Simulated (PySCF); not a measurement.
Input of a run on `C#CC#CN=C=S` (isothiocyanate diacetylene): the job's settings, then the atoms in Å.
```
{"job": {"kind": "nmr", "xc": "wB97X-D", "basis": "pcSseg-2", "pop": false, "solvent": "chloroform"}, "charge": 0, "multiplicity": 1}
C      3.125221     0.247122     0.687437
C      1.947480     0.293436     0.425345
C      0.626862     0.345268     0.132158
C     -0.557266     0.394725    -0.131902
N     -1.803376     0.447019    -0.407600
C     -2.962938     0.502784    -0.668255
S     -4.484188     0.577051    -1.009433
H      4.163184     0.208546     0.919434
```

Method: GIAO wB97X-D/pcSseg-2 NMR shielding, non-relativistic, IEF-PCM chloroform (PySCF, density fitting); geometry PBE0-D3(BJ)/def2-TZVP, gas phase, not relaxed in the solvent; ε = 4.711, cavity from Bondi-type radii × 1.2.

Task: What does the run print?

Result: 
```
coarse grid: 8736 points
cycle   1  E = -643.8537944735  dE =  1.628e+00  |g| = 4.665e-01  |ddm| = 3.188e+00
cycle   2  E = -643.8396899788  dE =  1.410e-02  |g| = 5.510e-01  |ddm| = 1.135e+00
cycle   3  E = -643.9156352403  dE = -7.595e-02  |g| = 6.985e-02  |ddm| = 6.965e-01
cycle   4  E = -643.9163815176  dE = -7.463e-04  |g| = 4.645e-02  |ddm| = 1.383e-01
cycle   5  E = -643.9168192782  dE = -4.378e-04  |g| = 1.122e-02  |ddm| = 5.912e-02
cycle   6  E = -643.9168489089  dE = -2.963e-05  |g| = 2.586e-03  |ddm| = 2.185e-02
cycle   7  E = -643.9168509219  dE = -2.013e-06  |g| = 8.163e-04  |ddm| = 5.692e-03
final grid: 84152 points
cycle   8  E = -643.9314821192  dE = -1.094e-04  |g| = 6.969e-03  |ddm| = 1.028e-01
cycle   9  E = -643.9314782285  dE =  3.891e-06  |g| = 8.092e-03  |ddm| = 1.286e-02
cycle  10  E = -643.9314907796  dE = -1.255e-05  |g| = 8.997e-04  |ddm| = 6.508e-03
cycle  11  E = -643.9314909077  dE = -1.281e-07  |g| = 5.156e-04  |ddm| = 1.768e-03
cycle  12  E = -643.9314909712  dE = -6.348e-08  |g| = 1.090e-04  |ddm| = 7.326e-04
cycle  13  E = -643.9314909741  dE = -2.917e-09  |g| = 4.490e-05  |ddm| = 2.310e-04
cycle  14  E = -643.9314909747  dE = -6.343e-10  |g| = 1.555e-05  |ddm| = 9.873e-05
converged SCF energy = -643.9314909747

GIAO shielding tensors (ppm)
atom      isotropic    diamagn.    paramagn.     s11        s22        s33       span
  0 C      113.028     263.089    -150.061     28.951     28.956    281.178    252.226
  1 C      111.260     259.797    -148.536     22.559     22.564    288.658    266.099
  2 C      144.715     262.108    -117.392     72.023     72.028    290.095    218.072
  3 C      123.774     262.155    -138.381     40.052     40.060    291.212    251.160
  4 N      167.273     351.537    -184.264     71.655     71.670    358.495    286.840
  5 C       55.564     251.219    -195.655    -62.360    -62.354    291.406    353.766
  6 S      744.575    1058.818    -314.243    585.437    585.460   1062.828    477.391
  7 H       29.892      31.529      -1.636     24.249     24.249     41.178     16.929
```

The cycles run first on a coarse grid and then on the final one, and are numbered through; the first dE on the final grid is taken against the last density's energy on that grid. Atoms in this output count from 0. Energies include the polarisation term of the continuum.

Task: The same input without solvent ends at -643.928473 Eh. What does the continuum change?

Result: The energy falls by 0.003018 Eh, 7.92 kJ/mol; the polarisation term alone is -8.74 kJ/mol. HOMO -8.72 → -8.68 eV, LUMO -0.41 → -0.36 eV, dipole 1.15 → 1.36 D. The SCF took 14 cycles in the solvent and 14 in the gas phase.

The run took 62 s on an Arm Neoverse N1 with one thread (shared host), and the process peaked at 1.1 GiB of memory. This is the whole shielding run at wB97X-D/pcSseg-2 in chloroform, SCF included.

The pairwise dispersion term of wB97X-D wasn't added to the energies; at a given geometry it leaves orbitals and properties as they are.
